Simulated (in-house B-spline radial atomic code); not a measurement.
**RPA and G0W0 on LDA exchange-only: Be II (Be+)**

Configuration [He] 2s1, highest spin, mean-field start LDA exchange-only. Computed with a B-spline radial code for spherical atoms: all electrons, non-relativistic, point nucleus, each spin shell either full or empty, empty states to l = 9 with an (l + 1/2)⁻⁴ tail; G0W0 by contour deformation at full frequency.

RPA overbinds a lone outer s electron by self-correlation, and G0W0 tends to as well.

Command:
```bash
python run_gw.py task.json out
```
Settings (radii: box in bohr, nucleus in fm):
```
Z                        4
electrons                3
configuration            [He] 2s1
hamiltonian              nr
method                   lda,
lmax                     9
spin_polarised           True
box_radius               23.78
intervals                45
ion_configuration        1s2
```

Time taken, with all properties: 1.2 s on 1 thread of Arm Neoverse N1, with other jobs on the host.

Energies (hartree):

| term | value |
| --- | --- |
| mean-field total | -13.94255 |
| Hartree-Fock functional on these orbitals | -14.27335 |
| direct second order | -0.14391 |
| second-order exchange | 0.092997 |
| SOSEX correction | 0.076126 |

(1) What is the RPA correlation energy, and what remains with SOSEX?

Quasi-particle levels (eV):

```csv
level,occupied,mean field,Σx - vxc,Σc,QP weight,G0W0
2s up,yes,-13.678,-4.50,?,?,?
2p up,no,-9.800,3.94,-0.99,0.909,-6.853
```

G0W0 = mean field + (Σx - vxc) + Σc, with Σc (partial-wave tail included) taken at the quasi-particle energy. Levels of low weight are left out.

(2) Where does G0W0 put 2s up?

(3) What does it cost to remove one electron (to 1s2) by differences of total energies, each species on its own start (correlation terms add to the Hartree-Fock functional)?

Answers

(1) RPA gives -0.12317 hartree (-1.12 eV per electron); RPA + SOSEX gives -0.047043, and the second-order doubles -0.050914 hartree (no singles). SOSEX takes back 62 % of the RPA value.

(2) At -18.819 eV, with Σc = -0.65 eV and a quasi-particle weight of 0.891. The tabulated removal energy is 18.211 eV (NIST, measured).

(3) LDA exchange-only 17.640 eV, Hartree-Fock functional 18.104 eV, + RPA 19.046 eV, + RPA + SOSEX 18.179 eV, + second order 18.198 eV. Tabulated: 18.211 eV (NIST, measured).
